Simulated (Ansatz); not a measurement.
Isolated molecules relaxed with PBE0-D4/def2-TZVP in Ansatz; ΔE leaves out vibrations. CBS: MP2 limit from def2 TZ/QZ plus the TZ coupled-cluster correction, frozen cores. This one scheme is used for every species. DFT in def2-TZVPP. Each species was taken in one conformer, which may not be the lowest.

Reaction (hydrogenolysis of a B–O bond): `CB(O)CN` + H₂ → `CBCN` + H₂O

`CB(O)CN`:

Cartesian coordinates in Å:
```
C -0.054 1.589 -0.508
B -0.382 0.453 0.516
O -1.154 0.772 1.594
C 0.122 -1.038 0.344
N 1.005 -1.247 -0.795
H 1.021 1.625 -0.710
H -0.529 1.377 -1.474
H -0.395 2.570 -0.176
H -1.324 0.028 2.178
H 0.673 -1.299 1.260
H -0.768 -1.696 0.351
H 1.203 -2.229 -0.935
H 0.581 -0.905 -1.647
```

H₂:

Z-matrix (Å, degrees):
```
H
H 1 0.746
```

`CBCN`:

Cartesian coordinates in Å:
```
C -0.441 -1.685 0.704
B -0.517 -0.163 0.385
C 0.538 0.542 -0.515
N 0.206 1.876 -0.980
H 0.460 -2.190 0.346
H -1.304 -2.163 0.218
H -0.572 -1.891 1.770
H -1.402 0.491 0.875
H 1.456 0.487 0.114
H 0.774 -0.105 -1.372
H 1.020 2.380 -1.305
H -0.220 2.419 -0.241
```

H₂O:

Cartesian coordinates in Å:
```
O -0.208 0.211 0.252
H 0.080 -0.699 0.350
H 0.128 0.489 -0.602
```

Problem. Is it downhill or uphill in electronic energy at CCSD(T)/CBS, and by how much? (Estimate.)

Solution. The calculation gave: Uphill: ΔE = +118.0 kJ/mol.

Problem. What do these levels give: ωB97X-V, PBE, PBE0, HF/def2-TZVPP, HF/def2-QZVPP, MP2/def2-QZVPP? (Best estimate.)

Solution. Ansatz gave: ωB97X-V 120.5, PBE 118.0, PBE0 114.8, HF/def2-TZVPP 105.7, HF/def2-QZVPP 104.8, MP2/def2-QZVPP 122.4 kJ/mol.

Largest T1 diagnostic among the species: 0.011.

The D4 term adds +6.3 kJ/mol with B3LYP and +3.5 kJ/mol with PBE0; it sums over pairs of atoms, weighted by their polarisabilities, and B3LYP, whose exchange is more repulsive, gets the larger term. From PBE to PBE0 (25 % exact exchange), in def2-TZVPP and without D4, ΔE moves by −3.1 kJ/mol.

B3LYP here is the variant with VWN-RPA as its local correlation; programs differ in this.
